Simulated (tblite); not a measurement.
C2H6OSSi.
Z-matrix (Å and degrees, GFN2-xTB geometry), rows numbered from 1:
```
C 
C   1  1.4827
S   2  1.6321  1  120.86
Si  2  1.9078  1  120.17  3  -179.98
O   4  1.6142  2  107.45  1   179.97
H   1  1.0905  2  109.34  3   120.94
H   1  1.0904  2  109.43  3  -122.29
H   1  1.0886  2  112.06  3    -0.60
H   4  1.4590  2  107.88  1   -61.97
H   4  1.4591  2  107.88  1    61.89
H   5  0.9598  4  118.79  2    -0.15
```

Level: GFN2-xTB in tblite, geometry and Hessian alike; calculated harmonic values, unscaled, isolated species. Errors from tens to a few hundred cm⁻¹ against measured bands are possible. Modes of hydrogen on silicon can be 10 to 20 % off. One conformer, not necessarily the lowest.

Harmonic wavenumbers (cm⁻¹): 50.1, 102.1, 133.9, 265.2, 266.5, 290.9, 320.3, 539.3, 561.1, 599.3, 696.6, 775.1, 834.6, 918.6, 933.4, 953.0, 1161.5, 1207.2, 1376.3, 1451.6, 1461.6, 2284.1, 2304.7, 2984.3, 3001.5, 3023.7, 3538.8.

A = 4352, B = 2427, C = 1603 MHz; mass 105.991 u (most abundant isotopes); point group Cs, symmetry number 1.

Question: Zero-point energy?

Answer: ½Σν̃ = 16018 cm⁻¹ = 191.61 kJ/mol.

Question: Entropy at 273.15 K, 1 bar (ideal gas, RRHO, classical rotation)?

Answer: Translation 165.19, rotation 113.31, vibration 76.14: S = 354.6 J/(mol K).

Question: And Cp and H(273.15 K) − H(0)?

Answer: Cp = 111.68 J/(mol K), of which vibrations give 78.42 (their classical limit is 27 R = 224.5); H(273.15 K) − H(0) = 20.18 kJ/mol without the zero-point energy, 11.09 from vibrations.

Question: Blend soft modes into free rotors: weight 1/[1 + (100 cm⁻¹/ν̃)⁴] for the oscillator and the rest for a rotor with moment μB/(μ + B), μ = h/(8π²ν), B = 10⁻⁴⁴ kg m². What vibrational entropy results?

Answer: 70.34 J/(mol K) in place of 76.14, which changes −T·S at 273.15 K by +1.59 kJ/mol.

Question: Which modes carry the vibrational entropy at 273.15 K?

Answer: 50.1 cm⁻¹: 19.42; 102.1 cm⁻¹: 13.57; 133.9 cm⁻¹: 11.39; 265.2 cm⁻¹: 6.18; 266.5 cm⁻¹: 6.15; 290.9 cm⁻¹: 5.53 J/(mol K); the other 21 give 13.91 together.

Hindered rotation and anharmonicity are outside this model. Other conformers, if any are populated, would add a mixing term that is left out.
